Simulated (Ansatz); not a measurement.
Method: frozen-core CCSD(T)/def2-TZVPP // r2SCAN-D4/def2-SVP run with Ansatz (an electronic-structure program).

Ansatz 0.2 input:
```yaml
crystal:
  periodic: [false, false, false]
  atoms:
    - { symbol: Si, position_ang: [-2.059411, 0.627248, -0.11595] }
    - { symbol: Sn, position_ang: [-0.094109, -0.916628, 0.491078] }
    - { symbol: Si, position_ang: [2.134894, 0.110943, -0.277309] }
    - { symbol: H, position_ang: [-1.878373, 1.960463, 0.536683] }
    - { symbol: H, position_ang: [-3.362751, 0.048072, 0.332915] }
    - { symbol: H, position_ang: [-2.109549, 0.827529, -1.596856] }
    - { symbol: H, position_ang: [-0.311628, -2.450178, -0.249796] }
    - { symbol: H, position_ang: [-0.060574, -1.170915, 2.188874] }
    - { symbol: H, position_ang: [2.113663, 0.324433, -1.756466] }
    - { symbol: H, position_ang: [3.285101, -0.781027, 0.06081] }
    - { symbol: H, position_ang: [2.341919, 1.43231, 0.38922] }
basis:
  gaussian: { orbitals: def2-TZVPP }
correlation:
  method: ccsd_t
```

Output:

```
Functional definition: HF
1549 factors; integrals over basis functions are off by at most 1.3e-3 eV
mean field evaluation 1: about -21655.1437 eV, gradient 1.6e1 eV
mean field evaluation 2: about -21655.3021 eV, gradient 1.6e1 eV
mean field evaluation 4: about -21656.9749 eV, gradient 2.3e0 eV
mean field evaluation 8: about -21656.9832 eV, gradient 8.6e-2 eV
mean field evaluation 16: about -21656.5759 eV, gradient 5.3e0 eV
mean field -21656.98320098 eV, -795.8794530057 hartree, gradient 3.4e-6 eV, S^2 0.000000; 0 other end points of the search recorded, 0 dependent functions left out
14 core orbitals not correlated
reference -21656.98320098 eV, -795.8794530057 hartree; 15, 15 occupied and 217, 217 virtual orbitals, 1549 factors
second order -16.27177705 eV of doubles, -0.00000000 eV of singles
cycle   1  -17.08643850 eV  change   -8.1e-1 eV  update   1.1e-1
cycle   2  -17.68154187 eV  change   -6.0e-1 eV  update   3.2e-2
cycle   3  -17.74174346 eV  change   -6.0e-2 eV  update   1.3e-2
cycle   4  -17.73233799 eV  change    9.4e-3 eV  update   3.6e-3
cycle   5  -17.73179660 eV  change    5.4e-4 eV  update   1.1e-3
cycle   6  -17.73145824 eV  change    3.4e-4 eV  update   3.1e-4
cycle   7  -17.73135138 eV  change    1.1e-4 eV  update   7.8e-5
cycle   8  -17.73137898 eV  change   -2.8e-5 eV  update   2.6e-5
perturbative correction -0.53427516 eV, -0.0196342499 hartree
Total energy: -21675.24885512 eV, -796.5507034144 hartree
```

Cost: around 5 core-minutes (rough).
